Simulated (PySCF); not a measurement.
## Exercise with solution: dipole moment from atomic charges

ClH3SeSi, SMILES Cl[Se][SiH3]. Atoms are numbered in the order given.

```xyz
6

Se     0.7774     0.0868     0.0000
Cl    -0.8375     1.5840     0.0000
Si    -0.6701    -1.6904     0.0000
H      0.2272    -2.8842     0.0000
H     -1.5192    -1.6643    -1.2231
H     -1.5192    -1.6643     1.2231
```

The structure is a stationary point at PBE0-D3(BJ)/def2-SVP.

Charges (e) from PySCF with PBE/def2-TZVPD:

```csv
atom,ESP fit,IAO
Se1,0.009,0.031
Cl2,-0.086,-0.210
Si3,-0.031,0.450
H4,0.061,-0.089
H5,0.024,-0.091
H6,0.024,-0.091
```

The dipole moment of the full density is 1.62 D.

### Question
What dipole moment does each set of point charges give, and which comes closer to that of the density?

### Answer

μ = Σ q r, and 1 e Å = 4.8032 D.
ESP fit: Σ q r = (0.041, -0.339, 0.000) e Å, |μ| = 1.64 D.
IAO: Σ q r = (0.155, -0.531, 0.000) e Å, |μ| = 2.66 D.
ESP fit comes closer in size. Point charges leave out the atoms' own dipoles (lone pairs, polarised bonds); fits to the potential absorb them, partitions of the density don't.
